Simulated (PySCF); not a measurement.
H4Ge, charge -1, doublet, at the geometry of the source list (a state made from the parent by changing its charge; the spin is typed, not shown lowest) (a gas-phase anion, which may not be bound at this level); CASSCF(3,4)/STO-3G (PySCF).

Input for PySCF:
```python
from pyscf import gto, scf, mcscf
import numpy

mol = gto.M(
    atom='''
Ge   -0.000100    0.000500    0.003800
H    -0.617300   -0.844500   -1.047400
H     0.543700   -0.864300    1.078700
H    -1.023700    0.914700    0.565000
H     1.097400    0.793700   -0.600100
''',
    basis='sto-3g',
    charge=-1,
    spin=1,
    verbose=4,
)

mf = scf.ROHF(mol)
mf.kernel()
mc = mcscf.CASSCF(mf, 4, 3)
mc.fix_spin_(ss=0.75)
mc.kernel()
occ = numpy.linalg.eigvalsh(mc.fcisolver.make_rdm1(mc.ci, mc.ncas, mc.nelecas))[::-1]
ss = mc.fcisolver.spin_square(mc.ci, mc.ncas, mc.nelecas)[0]
print('natural occupations', occ.round(4), ' <S^2>', round(ss, 4))
```

What the program printed (banner, timings and long lists left out):

```
PySCF version 2.14.0

[INPUT] verbose = 4
[INPUT] num. atoms = 5
[INPUT] num. electrons = 37
[INPUT] charge = -1
[INPUT] spin (= nelec alpha-beta = 2S) = 1
[INPUT] symmetry False subgroup None
[INPUT] Mole.unit = angstrom
[INPUT] Symbol           X                Y                Z      unit          X                Y                Z       unit  Magmom
[...]
nuclear repulsion = 46.9887458596829
number of shells = 12
number of NR pGTOs = 66
number of NR cGTOs = 22
basis = sto-3g
ecp = {}

******** <class 'pyscf.scf.rohf.ROHF'> ********
method = ROHF
initial guess = minao
damping factor = 0
level_shift factor = 0
DIIS = <class 'pyscf.scf.diis.CDIIS'>
diis_start_cycle = 1
diis_space = 8
diis_damp = 0
SCF conv_tol = 1e-09
SCF conv_tol_grad = None
SCF max_cycles = 50
direct_scf = True
direct_scf_tol = 1e-13
num. doubly occ = 18  num. singly occ = 1
Set gradient conv threshold to 3.16228e-05
init E= -2051.14409023524
[...]
cycle= 1 E= -2053.48953504759  delta_E= -2.35  |g|=  0.4  |ddm|= 2.76
[...]
cycle= 2 E= -2053.55697499823  delta_E= -0.0674  |g|= 0.0306  |ddm|= 0.528
[...]
cycle= 3 E= -2053.55744682074  delta_E= -0.000472  |g|= 0.00748  |ddm|= 0.0738
[...]
cycle= 4 E= -2053.55757827931  delta_E= -0.000131  |g|= 0.00479  |ddm|= 0.0789
[...]
cycle= 5 E= -2053.55771227547  delta_E= -0.000134  |g|= 0.00543  |ddm|= 0.0847
[...]
cycle= 6 E= -2053.5572646082  delta_E= 0.000448  |g|= 0.00369  |ddm|= 0.365
[...]
cycle= 7 E= -2053.5571870082  delta_E= 7.76e-05  |g|= 0.00322  |ddm|= 0.152
[...]
cycle= 8 E= -2053.55721079196  delta_E= -2.38e-05  |g|= 0.00182  |ddm|= 0.0349
[...]
cycle= 9 E= -2053.55721009872  delta_E= 6.93e-07  |g|= 0.00105  |ddm|= 0.115
[...]
cycle= 10 E= -2053.55723453351  delta_E= -2.44e-05  |g|= 0.00116  |ddm|= 0.0951
[...]
cycle= 11 E= -2053.55727966399  delta_E= -4.51e-05  |g|= 0.000621  |ddm|= 0.214
[...]
cycle= 12 E= -2053.55728003178  delta_E= -3.68e-07  |g|= 0.000565  |ddm|= 0.00449
[...]
cycle= 13 E= -2053.55728204979  delta_E= -2.02e-06  |g|= 0.000105  |ddm|= 0.0476
[...]
cycle= 14 E= -2053.55728199734  delta_E= 5.25e-08  |g|= 3.57e-05  |ddm|= 0.00426
[...]
cycle= 15 E= -2053.55728200319  delta_E= -5.86e-09  |g|= 1.42e-05  |ddm|= 0.00441
[...]
cycle= 16 E= -2053.55728200355  delta_E= -3.56e-10  |g|= 8.46e-06  |ddm|= 0.000686
[...]
Extra cycle  E= -2053.557282004  delta_E= -4.52e-10  |g|= 5.4e-06  |ddm|= 0.000149
converged SCF energy = -2053.557282004

******** <class 'pyscf.mcscf.mc1step.CASSCF'> ********
CAS (2e+1e, 4o), ncore = 17, nvir = 1
max_cycle_macro = 50
max_cycle_micro = 4
conv_tol = 1e-07
conv_tol_grad = None
orbital rotation max_stepsize = 0.02
orbital rotation threshold for CI restart = 0.01
augmented hessian ah_max_cycle = 30
augmented hessian ah_conv_tol = 1e-12
augmented hessian ah_linear dependence = 1e-14
augmented hessian ah_level shift = 1e-08
augmented hessian ah_start_tol = 2.5
augmented hessian ah_start_cycle = 3
augmented hessian ah_grad_trust_region = 3
kf_trust_region = 3
kf_interval = 4
ci_response_space = 4
ci_grad_trust_region = 3
with_dep4 0
natorb = False
canonicalization = True
sorting_mo_energy = False
ao2mo_level = 2
internal_rotation = False
******** <class 'pyscf.fci.addons.SpinPenaltyFCISolver'> ********
max. cycles = 50
conv_tol = 1e-08
davidson only = True
linear dependence = 1e-12
level shift = 0.001
max iter space = 12
nroots = 1
pspace_size = 400
spin = None
CASCI E = -2053.55801266676  S^2 = 0.7500000
Set conv_tol_grad to 0.000316228
macro iter   1 ( 17 JK    4 micro), CASSCF E = -2053.55808194890  dE = -6.92821409e-05  S^2 = 0.7500000
               |grad[o]|=0.00453  |grad[c]|=0.0141  |ddm|=0.00982  |maxRot[o]|=0.128
macro iter   2 ( 21 JK    4 micro), CASSCF E = -2053.55843694411  dE = -3.54995213e-04  S^2 = 0.7500000
               |grad[o]|=0.00436  |grad[c]|=0.0158  |ddm|=0.0428  |maxRot[o]|=0.167
macro iter   3 ( 21 JK    4 micro), CASSCF E = -2053.55958969078  dE = -1.15274667e-03  S^2 = 0.7500000
[...]
macro iter   5 ( 21 JK    4 micro), CASSCF E = -2053.56455953611  dE = -2.21426459e-03  S^2 = 0.7500000
               |grad[o]|=0.00979  |grad[c]|=0.0199  |ddm|=0.0489  |maxRot[o]|=0.117
macro iter   6 ( 21 JK    4 micro), CASSCF E = -2053.56863922044  dE = -4.07968433e-03  S^2 = 0.7500000
               |grad[o]|=0.0116  |grad[c]|=0.0057  |ddm|=0.0502  |maxRot[o]|=0.314
macro iter   7 ( 21 JK    4 micro), CASSCF E = -2053.57302927723  dE = -4.39005679e-03  S^2 = 0.7500000
               |grad[o]|=0.0258  |grad[c]|=0.0137  |ddm|=0.0614  |maxRot[o]|=0.313
macro iter   8 ( 21 JK    4 micro), CASSCF E = -2053.57645801516  dE = -3.42873793e-03  S^2 = 0.7500000
               |grad[o]|=0.0227  |grad[c]|=0.0128  |ddm|=0.0187  |maxRot[o]|=0.157
macro iter   9 ( 21 JK    4 micro), CASSCF E = -2053.57731683812  dE = -8.58822963e-04  S^2 = 0.7500000
               |grad[o]|=0.0142  |grad[c]|=0.0158  |ddm|=0.0216  |maxRot[o]|=0.0545
macro iter  10 ( 17 JK    4 micro), CASSCF E = -2053.57932379152  dE = -2.00695340e-03  S^2 = 0.7500000
               |grad[o]|=0.0098  |grad[c]|=0.014  |ddm|=0.017  |maxRot[o]|=0.0967
macro iter  11 ( 21 JK    4 micro), CASSCF E = -2053.57947622677  dE = -1.52435253e-04  S^2 = 0.7500000
               |grad[o]|=0.00644  |grad[c]|=0.00977  |ddm|=0.00835  |maxRot[o]|=0.135
macro iter  12 ( 21 JK    4 micro), CASSCF E = -2053.57956831763  dE = -9.20908601e-05  S^2 = 0.7500000
               |grad[o]|=0.00599  |grad[c]|=0.00881  |ddm|=0.00695  |maxRot[o]|=0.111
macro iter  13 ( 21 JK    4 micro), CASSCF E = -2053.57959961483  dE = -3.12972015e-05  S^2 = 0.7500000
               |grad[o]|=0.00578  |grad[c]|=0.00806  |ddm|=0.00595  |maxRot[o]|=0.098
macro iter  14 ( 21 JK    4 micro), CASSCF E = -2053.57957412424  dE =  2.54905949e-05  S^2 = 0.7500000
               |grad[o]|=0.00575  |grad[c]|=0.00772  |ddm|=0.00564  |maxRot[o]|=0.0702
macro iter  15 ( 21 JK    4 micro), CASSCF E = -2053.58017615984  dE = -6.02035596e-04  S^2 = 0.7500000
               |grad[o]|=0.0058  |grad[c]|=0.00177  |ddm|=0.00203  |maxRot[o]|=0.0675
macro iter  16 ( 21 JK    4 micro), CASSCF E = -2053.58035987960  dE = -1.83719759e-04  S^2 = 0.7500000
               |grad[o]|=0.00433  |grad[c]|=0.00547  |ddm|=0.00365  |maxRot[o]|=0.0634
macro iter  17 ( 21 JK    4 micro), CASSCF E = -2053.58030400281  dE =  5.58767852e-05  S^2 = 0.7500000
               |grad[o]|=0.00382  |grad[c]|=0.00478  |ddm|=0.00279  |maxRot[o]|=0.0112
macro iter  18 ( 20 JK    4 micro), CASSCF E = -2053.58068823952  dE = -3.84236711e-04  S^2 = 0.7500000
               |grad[o]|=0.00406  |grad[c]|=0.00125  |ddm|=0.00104  |maxRot[o]|=0.0447
macro iter  19 ( 21 JK    4 micro), CASSCF E = -2053.58068850889  dE = -2.69371412e-07  S^2 = 0.7500000
               |grad[o]|=0.00246  |grad[c]|=0.00292  |ddm|=0.00152  |maxRot[o]|=0.00588
macro iter  20 ( 17 JK    4 micro), CASSCF E = -2053.58085368739  dE = -1.65178500e-04  S^2 = 0.7500000
               |grad[o]|=0.00257  |grad[c]|=0.00236  |ddm|=0.00128  |maxRot[o]|=0.026
macro iter  21 ( 12 JK    4 micro), CASSCF E = -2053.58088577791  dE = -3.20905192e-05  S^2 = 0.7500000
               |grad[o]|=0.00145  |grad[c]|=0.00174  |ddm|=0.000929  |maxRot[o]|=0.0141
macro iter  22 (  7 JK    3 micro), CASSCF E = -2053.58091771906  dE = -3.19411538e-05  S^2 = 0.7500000
               |grad[o]|=0.00102  |grad[c]|=0.000974  |ddm|=0.000618  |maxRot[o]|=0.0192
macro iter  23 (  3 JK    1 micro), CASSCF E = -2053.58091779855  dE = -7.94825610e-08  S^2 = 0.7500000
               |grad[o]|=7.35e-05  |grad[c]|=3.48e-05  |ddm|=8.68e-05  |maxRot[o]|=0.000983
1-step CASSCF converged in  23 macro (429 JK  88 micro) steps
CASSCF canonicalization
Density matrix diagonal elements [1.974087   0.97946222 0.03815896 0.00829182]
CASSCF energy = -2053.58091779855
CASCI E = -2053.58091779855  E(CI) = -1.00876545319670  S^2 = 0.7500000
natural occupations [1.9779e+00 9.9940e-01 2.2300e-02 4.0000e-04]  <S^2> 0.75
```
